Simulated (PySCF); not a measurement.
**Calculated NMR data**

- structure optimised with GFN2-xTB
- NMR shieldings at PBE0/pcSseg-1/GIAO
- run in PySCF 2.14.0 with density-fitted response routines
- isolated molecule, no relativistic terms, one averaged value for each set of equivalent atoms, one conformer

δ = σ(ref) − σ, references computed at the same level: TMS for 1H (σref 31.72), 13C (σref 186.93). Where no couplings were computed, multiplicities follow the n + 1 count of equivalent neighbours, and m marks all less simple cases (inequivalent or close neighbours, rings, F or P nearby). Shifts are as computed. Against solution values, carbons near 30 ppm lie about +3 ppm off and those near 130 ppm about +5 ppm. Of 1211 compounds with measured shifts, 218 miss one by over three times the rms of a fit or turn the order of signals round; such compounds aren't used in these exercises.

Compound 1 (C5H13NSi3). 1H NMR (500 MHz, computed): δ 6.32 (br s, 1H), 5.88 (br s, 1H), 4.57 (d, 2H), 4.09 (d, 6H), 3.16 (s, 2H), 0.23 (m, 1H). 13C{1H} NMR (computed): δ 144.5 (C), 141.5 (CH2), 123.2 (C), 29.0 (CH2), -17.0 (CH). Structure: SMILES C=C(CC#N)[SiH2]C([SiH3])[SiH3].

Compound 2 (C6H10OSi2). 1H NMR (500 MHz, computed): δ 7.79 (m, 2H), 7.72 (m, 2H), 7.70 (m, 1H), 5.64 (s, 2H), 5.40 (s, 3H). 13C{1H} NMR (computed): δ 140.4 (C), 138.2 (CH), 135.5 (CH), 133.2 (CH). Structure: `[SiH3]O[SiH2]c1ccccc1`.

Compound 3 (C6H10OSi2). 1H NMR (500 MHz, computed): δ 6.59 (m, 1H), 6.47 (m, 1H), 6.23 (m, 1H), 5.34 (br s, 1H), 5.05 (br s, 1H), 4.93 (s, 3H), 4.87 (m, 1H), 1.95 (d, 1H). 13C{1H} NMR (computed): δ 168.5, 145.0, 140.2, 108.6, 103.9, 87.8. Structure: SMILES C#C[Si@@H](C=C)C(=C)O[SiH3].
